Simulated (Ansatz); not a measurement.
Gas-phase electronic energies from Ansatz, PBE0-D4/def2-TZVP geometries. CCSD(T)/CBS adds triple-zeta CCSD(T) − MP2 to the extrapolated MP2 energy (def2 sets, frozen cores). This one scheme is used for every species, atoms too. DFT in def2-TZVPP. HSE06 is defined as in plane-wave codes. No spin–orbit coupling; open shells (•) take unrestricted orbitals. Spin–orbit coupling would lower the free atoms: a little for B, Si; clearly for Ga, Ge; strongly for In. Elements past krypton have def2 core potentials. Bonds to Ga, Ge, In are less sure, by a few kJ/mol each and by 10 to 20 or more in all where they break to atoms, as the def2 sets lack core-valence functions. Scalar relativity is left out up to krypton. One conformer a species, not always the lowest.

Consider the atomization: `[SiH3][B](P)[Ga]([InH2])[GeH2][PH2]` → B• + Ga• + Ge• + 11 H• + In• + 2 P• + Si•.

What is ΔE at CCSD(T)/CBS? (Best estimate.)

Ansatz gave: +4721.4 kJ/mol.

What do these levels give: PBE0-D4, r2SCANh-D4, CAM-B3LYP-D4, ωB97X-V, B2PLYP, PBE-QIDH, HSE06, MP2/def2-SVP, CCSD(T)/def2-SVP, HF/def2-TZVPP, SCS-MP2/def2-TZVPP, CCSD/CBS(def2)? (Estimate.)

Ansatz gave: PBE0-D4 4693.8, r2SCANh-D4 4729.5, CAM-B3LYP-D4 4718.5, ωB97X-V 4787.5, B2PLYP 4612.2, PBE-QIDH 4665.2, HSE06 4641.2, MP2/def2-SVP 4306.9, CCSD(T)/def2-SVP 4350.7, HF/def2-TZVPP 3363.0, SCS-MP2/def2-TZVPP 4582.5, CCSD/CBS(def2) 4650.3 kJ/mol.

Largest T1 diagnostic among the species: 0.016.

From r2SCAN to r2SCAN0 (25 % exact exchange), in def2-TZVPP and without D4, ΔE moves by −48.5 kJ/mol: exact exchange takes away binding that semilocal exchange gives to molecules. In def2-TZVPP, CCSD(T) changes the Hartree–Fock value by +1244.3 kJ/mol (the triples alone add +71.0 kJ/mol) and MP2 by +1184.2 kJ/mol; breaking electron pairs costs correlation energy, which Hartree–Fock lacks. Leaving LDA and LC-ωPBE aside and taking each functional with its dispersion term where it has one, the values, not all of them listed here, spread over 192.5 kJ/mol, from B2PLYP to B97M-V. LDA lies +696.0 kJ/mol from PBE without D4, its usual overbinding.

For atomizations the MP2-based limit and the directly extrapolated one differ by several kJ/mol either way, and by 10 to 25 for some Ge, Se and Sn compounds, so smaller differences from it don't rank the levels.
